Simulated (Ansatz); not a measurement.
`[OH][Al]([O][SiH3])[O][SiH3]` + H₂O → `[OH][Al]([OH])[O][SiH3]` + `O[SiH3]`  (formal hydrolysis of the Al–O bond)

Isolated molecules relaxed with PBE0-D4/def2-TZVP in Ansatz; ΔE leaves out vibrations. CCSD(T)/CBS is the MP2 limit (def2-TZVPP, def2-QZVPP) plus CCSD(T) − MP2 in def2-TZVPP, frozen cores. This one scheme is used for every species. Functionals use def2-TZVPP. B3LYP here is the variant with VWN-RPA as its local correlation; programs differ in this. One conformer a species, not always the lowest.

```tsv
level	ΔE (kJ/mol)
PBE-D4	18.6
PBE	15.3
PBE0	19.5
B3LYP	19.3
MP2/def2-TZVPP	23.7
MP2/def2-QZVPP	24.9
HF/CBS(def2)	29.3
CCSD/CBS(def2)	26.5
```

Task: What does CCSD(T)/CBS give? (Best estimate.)

Result: Ansatz gave: +25.8 kJ/mol. The listed levels differ from it by -7.2, -10.5, -6.3, -6.5, -2.1, -0.9, 3.5, 0.7 kJ/mol.

Largest T1 diagnostic among the species: 0.012.

The D4 term adds +5.2 kJ/mol with B3LYP and +3.3 kJ/mol with PBE0; it sums over pairs of atoms, weighted by their polarisabilities, and B3LYP, whose exchange is more repulsive, gets the larger term. From PBE to PBE0 (25 % exact exchange), in def2-TZVPP and without D4, ΔE moves by +4.2 kJ/mol. In def2-TZVPP, CCSD(T) changes the Hartree–Fock value by −3.2 kJ/mol (the triples alone add −0.7 kJ/mol) and MP2 by −4.0 kJ/mol.
